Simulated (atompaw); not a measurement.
sulfur: variants of one PAW (atompaw) potential

Base potential:

```json
{
 "Element": "S",
 "Generator": "atompaw 4.2.0.5",
 "Type": "PAW",
 "Functional": "PBE",
 "Relativity": "non-relativistic",
 "Frozen core": "[Ne]",
 "Valence charge": "6",
 "Reference configuration": "3s2 3p2 (charge +2)",
 "Partial waves": "3s (bound): rc 1.25 bohr; 3s channel at -2.4 Ry: rc 1.25 bohr; 3p (bound): rc 1.25 bohr; 3p channel at -0.8 Ry: rc 1.25 bohr",
 "Local potential": "bessel scheme, radius 1.00 bohr",
 "Core correction": "smooth core density matched at 1.20 bohr",
 "Augmentation charge": "besselshape compensation charge, radius 0.90 bohr; PAW radius 1.25 bohr; waves and projectors: custom rrkj gramschmidtortho"
}
```

Cutoffs, loose and tight: the cutoffs (Ry, on a coarse ladder) from which the occupation-weighted sum of valence levels, in a spherical-Bessel basis at the reference potential, stays within 10 and 1 mRy of its value at 400 Ry. They see the waves, projectors and local potential, not the compensation charge or the core. A dash means not determined.

A true bound ghost makes a file unfit for plane-wave use even where its test errors are small: the radial tests pick states by their node count and pass the ghost by.

| change | outcome | cutoff, loose | cutoff, tight | bound ghosts |
| --- | --- | --- | --- | --- |
| base | generated | 25 Ry | 50 Ry | none |
| all radii scaled by about 0.80 (s 1.00, p 1.00 bohr); local potential bessel scheme, radius 0.80 bohr; augmentation besselshape compensation charge, radius 0.72 bohr; PAW radius 1.00 bohr; waves and projectors: custom rrkj gramschmidtortho; core correction smooth core density matched at 0.96 bohr | generated | 110 Ry | 180 Ry | s, p |
| all radii scaled by about 1.20 (s 1.50, p 1.50 bohr); local potential bessel scheme, radius 1.20 bohr; augmentation besselshape compensation charge, radius 1.08 bohr; PAW radius 1.50 bohr; waves and projectors: custom rrkj gramschmidtortho; core correction smooth core density matched at 1.44 bohr | generated, no UPF (negative core plus compensation charge) | 18 Ry | 35 Ry | none |
| all radii scaled by about 1.26 (s 1.58, p 1.58 bohr); local potential bessel scheme, radius 1.26 bohr; augmentation besselshape compensation charge, radius 1.14 bohr; PAW radius 1.58 bohr; waves and projectors: custom rrkj gramschmidtortho; core correction smooth core density matched at 1.50 bohr | generated, no UPF (negative core plus compensation charge) | 18 Ry | 30 Ry | none |

What comes out with this change to the base: all radii scaled by about 0.85 (s 1.06, p 1.06 bohr); local potential bessel scheme, radius 0.86 bohr; augmentation besselshape compensation charge, radius 0.78 bohr; PAW radius 1.06 bohr; waves and projectors: custom rrkj gramschmidtortho; core correction smooth core density matched at 1.02 bohr?

outcome: generated; cutoff, loose: 100 Ry; cutoff, tight: 160 Ry; bound ghosts: s, p.

What comes out with this change to the base: all radii scaled by about 1.07 (s 1.34, p 1.34 bohr); local potential bessel scheme, radius 1.06 bohr; augmentation besselshape compensation charge, radius 0.96 bohr; PAW radius 1.34 bohr; waves and projectors: custom rrkj gramschmidtortho; core correction smooth core density matched at 1.28 bohr?

outcome: generated, no UPF (negative core plus compensation charge); cutoff, loose: 18 Ry; cutoff, tight: 40 Ry; bound ghosts: none.

Reading the sweep of the scale of all radii (base = 1) (base included, trends over the rows without a ghost): The loose cutoff falls from 25 Ry at 1 to 18 Ry at 1.26. A larger radius leaves more room for a smooth pseudo-wave, so fewer plane waves are needed; a smaller one forces it to follow the all-electron wave where it bends sharply. Bound ghosts are found at 0.8, 0.85.
